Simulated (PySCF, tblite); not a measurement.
Isomers of C3H7FPSi2 (doublet state). Computed values, GFN2-xTB/tblite, gas phase, harmonic and unscaled. The method is semi-empirical: single wavenumbers can be off by several per cent or more. Modes of hydrogen on phosphorus and silicon can be 10 to 20 % off. One conformer each. Open shells enter through the occupations alone, without spin polarisation, and single modes of such species can be off by tens of per cent.

Electronic energies: B3LYP/pcH-1 single points on the GFN2-xTB geometries (PySCF, gas phase).

| SMILES | electronic energy, lowest = 0 (kcal/mol) |
| --- | --- |
| CC#C[SiH2][Si@H](F)[PH] | 0.0 |
| [CH2]C#C[SiH2][Si@@H](F)P | 10.4 |
| CC#C[SiH2][Si](F)P | 6.3 |

**Question.** How do GFN2-xTB zero-point energies change the relative energies?

**Answer.** 
```csv
SMILES,ZPE (kcal/mol),of it from modes above 1550 cm⁻¹,electronic (kcal/mol),"with ZPE, lowest = 0 (kcal/mol)",lowest mode (cm⁻¹),rings
CC#C[SiH2][Si@H](F)[PH],51.2,28.9,0.0,0.0,10i,0
CC#C[SiH2][Si](F)P,51.9,29.1,6.3,7.0,20i,0
[CH2]C#C[SiH2][Si@@H](F)P,48.5,28.0,10.4,7.7,6,0
```

The zero-point energies span 3.4 kcal/mol, from `[CH2]C#C[SiH2][Si@@H](F)P` to `CC#C[SiH2][Si](F)P`. Slightly imaginary modes are left out of the zero-point energy: `CC#C[SiH2][Si@H](F)[PH]` 9.9i, 1.7i cm⁻¹ and `CC#C[SiH2][Si](F)P` 20.0i cm⁻¹. The order is unchanged.

**Question.** And how do the electronic energies of GFN2-xTB itself compare?

**Answer.** `CC#C[SiH2][Si@H](F)[PH]` 0.0; `CC#C[SiH2][Si](F)P` 2.0; `[CH2]C#C[SiH2][Si@@H](F)P` 15.7 kcal/mol, lowest = 0. Against the energies above, taken from the same isomer `CC#C[SiH2][Si@H](F)[PH]`, the largest difference is 5.3 kcal/mol.
